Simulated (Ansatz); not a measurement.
A trace of molecular dynamics of Cl2H4OSi (8 atoms, charge 0, multiplicity 1).

Computed with RKS BLYP-D4/6-31G* (Ansatz 0.2.0).

| Property | Result |
| --- | --- |
| ensemble | NVE (velocity Verlet) |
| starting velocities drawn for | 300 K |
| seed | 7325 |

| time (fs) | T (K) | potential energy less start (eV) | conserved less start (meV/atom) |
| --- | --- | --- | --- |
| 0 | 300 | 0.000 | 0.00 |
| 4 | 246 | 0.042 | 0.05 |
| 8 | 361 | -0.047 | 0.01 |
| 12 | 496 | -0.152 | 0.02 |
| 16 | 652 | -0.273 | -0.01 |
| 20 | 761 | -0.358 | 0.01 |
| 24 | 858 | -0.432 | 0.01 |
| 28 | 989 | -0.534 | 0.00 |
| 32 | 1055 | -0.586 | -0.01 |
| 36 | 985 | -0.531 | 0.03 |
| 40 | 1019 | -0.558 | 0.00 |
| 44 | 1016 | -0.555 | 0.00 |
| 48 | 995 | -0.539 | 0.03 |
| 52 | 1106 | -0.625 | 0.01 |
| 56 | 1232 | -0.723 | 0.03 |
| 60 | 1489 | -0.922 | 0.00 |
| 64 | 1679 | -1.070 | -0.02 |
| 68 | 1711 | -1.094 | 0.02 |
| 72 | 1710 | -1.093 | -0.02 |
| 76 | 1481 | -0.915 | 0.04 |
| 80 | 1395 | -0.849 | 0.02 |
| 84 | 1429 | -0.875 | 0.02 |
| 88 | 1579 | -0.992 | 0.02 |
| 92 | 1814 | -1.174 | -0.04 |
| 96 | 1791 | -1.156 | 0.03 |
| 100 | 1801 | -1.164 | -0.02 |

Problem. Is this trajectory sound?

Solution. The conserved energy stayed within 0.05 meV per atom of its start (net change -0.017 meV per atom), so the integration is sound. The kinetic energy rose, since the run started high on the potential surface and went downhill. It ends in pieces (Cl2H2Si + H2O), so much of that is their flight and rotation, not heat. A run of 0.1 ps of so small a system gives no equilibrium averages. The orbitals stay closed-shell, which can raise the energy where a bond breaks towards radicals; this wasn't checked here. The time step was 0.5 fs.

Run time: 8.7 min on 1 thread of Arm Neoverse V1, on a shared host, peak memory 0.12 GiB.
